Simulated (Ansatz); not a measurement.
Consider the ligand exchange at a Cd–O bond: `[SiH3][O][Cd][SH]` + H–F → `[F][Cd][SH]` + `O[SiH3]`.

Program: Ansatz. Geometries: PBE0-D4/def2-TZVP. ΔE: electronic, gas phase. CCSD(T)/CBS adds triple-zeta CCSD(T) − MP2 to the extrapolated MP2 energy (def2 sets, frozen cores). This one scheme is used for every species. DFT in def2-TZVPP. HSE06 is defined as in plane-wave codes. def2 core potentials past Kr. For Cd outer-core shells are correlated without core-valence functions, which leaves a few kJ/mol of doubt a bond. One conformer a species, not always the lowest.

Is it downhill or uphill in electronic energy at CCSD(T)/CBS, and by how much? (An estimate is asked.)

Computed: Downhill: ΔE = -1.3 kcal/mol.

What do these levels give: B97M-V, HSE06-D4, PBE-QIDH, r2SCAN0, HSE06, MP2/def2-TZVPP? (An estimate is asked.)

The calculation gave: B97M-V -4.1, HSE06-D4 -2.5, PBE-QIDH -1.0, r2SCAN0 -3.0, HSE06 -3.4, MP2/def2-TZVPP 1.5 kcal/mol.

Largest T1 diagnostic among the species: 0.016.

At CCSD(T), def2-SVP lies +1.2 kcal/mol from the extrapolated value and def2-TZVPP +1.5 kcal/mol. From BLYP to BHLYP (50 % exact exchange), in def2-TZVPP and without D4, ΔE moves by +2.2 kcal/mol.
